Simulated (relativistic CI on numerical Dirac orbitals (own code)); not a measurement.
**Ge¹⁷⁺: computed level list**

Computed by Dirac-Coulomb-Breit CI, orbitals from a KLI potential per configuration, a model potential for QED, unscaled Slater integrals (own radial code, finite nucleus).

Configurations in the expansion (outside the closed core [Ne]): 3s²3p³, 3s3p⁴, 3s²3p²3d, 3p⁵, 3s3p³3d, 3p⁴3d, 3s3p²3d², 3s²3p3d4p, 3s²3p²4s, 3p⁴4s, 3s²3p²4p, 3p⁴4p, 3s3p²3d4s, 3s²3p²4d, 3s3p³4s, 3s²3p²4f, 3s3p³4p, 3p³3d4p, 3s3p³4d, 3s3p³4f, 3s²3p²5s, 3s²3p²5p, 3s²3p4s4p, 3s²3p²5d, 3s²3p²5f, 3s²3p²5g, 3s3p²4s², 3s3p³5s, 3s²3p3d², 3s²3d³, 3s3p3d³, 3s²3d²4s, 3s²3d²4p, 3s²3d²4d, 3p³3d², 3p²3d³, 3p²3d²4s, 3p²3d²4p, 3p²3d²4d, 3s²3p3d4s, 3s3p3d²4s, 3s²3d4s², 3s²3d4s4p, 3s²3d4s4d, 3s3p²3d4p, 3s3p3d²4p, 3s3p3d4s4p, 3s3p3d4p², 3s3p3d4p4d, 3p³3d4s, 3p²3d4s², 3p²3d4s4p, 3p²3d4s4d, 3s²3p4s², 3s3p3d4s², 3s²4s²4p, 3s²4s²4d, 3s²3p4p², 3s²3d4p², 3s²4s4p², 3s²4p³, 3s²4p²4d, 3s3p²4s4p, 3s3p4s²4p, 3s3p4s4p², 3s3p4s4p4d. Double excitations out of closed p, d and f shells are left out; levels of such configurations are missing from the list, as are those of other unlisted configurations, and high levels can miss mixing partners. These lack a partner that the ground configuration has and come out too high: 3s²3p²4f, 3s3p³4d, 3s3p³4f, 3s²3p²5s, 3s²3p²5p.

The lowest level is 3s²3p³ ⁴S°3/2, with 84 % of that term; Hund's rules for 3s²3p³ give ⁴S° with J = 3/2, in agreement.

```
No.  Configuration  Term    J   E (eV)   %  Landé g         jj configuration (%)
  1         3s²3p³   ⁴S°  3/2    0.000  84    1.895                   3p3/2 (56)
  2         3s²3p³   ²D°  3/2    7.226  73    0.989           3p1/2 3p3/2^2 (62)
  3         3s²3p³   ²D°  5/2    9.383  97    1.199           3p1/2 3p3/2^2 (97)
  4         3s²3p³   ²P°  1/2   14.351  96    0.664           3p1/2 3p3/2^2 (96)
  5         3s²3p³   ²P°  3/2   17.989  70    1.246                 3p3/2^3 (88)
  6          3s3p⁴    ⁴P  5/2   50.436  85    1.581              3s 3p3/2^2 (75)
  7          3s3p⁴    ⁴P  3/2   54.046  85    1.708        3s 3p1/2 3p3/2^3 (68)
  8          3s3p⁴    ⁴P  1/2   55.235  83    2.632              3s 3p3/2^2 (36)
  9          3s3p⁴    ²D  3/2   63.010  68    0.860        3s 3p1/2 3p3/2^3 (42)
 10          3s3p⁴    ²D  5/2   64.292  73    1.216        3s 3p1/2 3p3/2^3 (66)
 11       3s²3p²3d    ²P  3/2   71.592  50    1.281        3s 3p1/2 3p3/2^3 (35)
 12          3s3p⁴    ²S  1/2   72.546  33    1.230              3s 3p3/2^2 (34)
 13       3s²3p²3d    ⁴F  3/2   75.122  85    0.484           3p1/2^2 3d3/2 (51)
 14       3s²3p²3d    ⁴F  5/2   76.579  79    1.085       3p1/2 3p3/2 3d3/2 (46)
 15          3s3p⁴    ²S  1/2   77.859  41    1.291              3s 3p3/2^4 (38)
 16       3s²3p²3d    ⁴F  7/2   78.934  87    1.249       3p1/2 3p3/2 3d5/2 (70)
 17       3s²3p²3d    ²F  5/2   79.052  72    0.961       3p1/2 3p3/2 3d3/2 (73)
 18       3s²3p²3d    ²F  7/2   80.651  51    1.258       3p1/2 3p3/2 3d5/2 (53)
 19       3s²3p²3d    ⁴D  3/2   80.937  84    1.143       3p1/2 3p3/2 3d3/2 (46)
 20       3s²3p²3d    ⁴D  1/2   80.939  80    0.182       3p1/2 3p3/2 3d3/2 (55)
 21       3s²3p²3d    ⁴F  9/2   81.314  89    1.312       3p1/2 3p3/2 3d5/2 (62)
 22       3s²3p²3d    ⁴D  5/2   82.628  61    1.215       3p1/2 3p3/2 3d5/2 (56)
 23       3s²3p²3d    ⁴D  7/2   86.226  46    1.268           3p3/2^2 3d5/2 (79)
 24       3s²3p²3d    ²G  7/2   90.101  85    0.923       3p1/2 3p3/2 3d3/2 (35)
 25          3s3p⁴    ²P  3/2   90.422  44    1.263       3p1/2 3p3/2 3d5/2 (33)
 26       3s²3p²3d    ²G  9/2   91.636  89    1.130           3p3/2^2 3d5/2 (62)
 27       3s²3p²3d    ⁴P  5/2   91.799  77    1.553       3p1/2 3p3/2 3d5/2 (46)
 28       3s²3p²3d    ⁴P  3/2   93.028  67    1.574       3p1/2 3p3/2 3d3/2 (39)
 29       3s²3p²3d    ⁴P  1/2   93.561  61    2.205       3p1/2 3p3/2 3d3/2 (60)
 30       3s²3p²3d    ²D  3/2   95.165  70    0.971       3p1/2 3p3/2 3d5/2 (38)
 31       3s²3p²3d    ²P  1/2   95.515  38    1.084           3p3/2^2 3d3/2 (42)
 32       3s²3p²3d    ²D  5/2   98.412  78    1.214           3p3/2^2 3d5/2 (29)
 33       3s²3p²3d    ²D  3/2  100.461  72    0.861           3p3/2^2 3d3/2 (40)
 34       3s²3p²3d    ²D  5/2  101.267  83    1.174           3p3/2^2 3d5/2 (60)
 35       3s²3p²3d    ²P  1/2  102.532  77    0.884       3p1/2 3p3/2 3d5/2 (73)
 36       3s²3p²3d    ²F  5/2  102.963  62    0.989       3p1/2 3p3/2 3d3/2 (41)
 37       3s²3p²3d    ²F  7/2  105.167  95    1.138       3p1/2 3p3/2 3d5/2 (49)
 38       3s²3p²3d    ²P  3/2  105.866  80    1.289           3p3/2^2 3d5/2 (53)
 39       3s²3p²3d    ²S  1/2  106.059  59    1.819           3p3/2^2 3d5/2 (28)
 40       3s²3p²3d    ²D  3/2  110.436  92    0.817           3p3/2^2 3d3/2 (49)
 41       3s²3p²3d    ²D  5/2  110.509  67    1.114           3p3/2^2 3d5/2 (65)
 42        3s3p³3d   ⁶D°  1/2  114.397  97    3.308  3s 3p1/2 3p3/2^2 3d3/2 (50)
 43        3s3p³3d   ⁶D°  3/2  114.506  96    1.851  3s 3p1/2 3p3/2^2 3d3/2 (44)
 44        3s3p³3d   ⁶D°  5/2  114.664  95    1.643  3s 3p1/2 3p3/2^2 3d3/2 (34)
 45        3s3p³3d   ⁶D°  7/2  114.893  94    1.574  3s 3p1/2 3p3/2^2 3d5/2 (25)
```

Energies count from the lowest computed level; ° marks odd parity. Filled j subshells are mostly left out of the jj labels.

The mean weight of the leading LS term, summed over parents, in these 45 levels is 74 %, and that of the leading jj configuration (from the same eigenvectors) 53 %, so LS coupling describes them better.

At this charge energies of transitions that change n are usually good to better than 1 %, and those within a shell (Δn = 0) to a few per cent.

LS names give the leading component of a level, which can be under half, so a name can repeat, a term be missing and a line seem to break the LS rules.
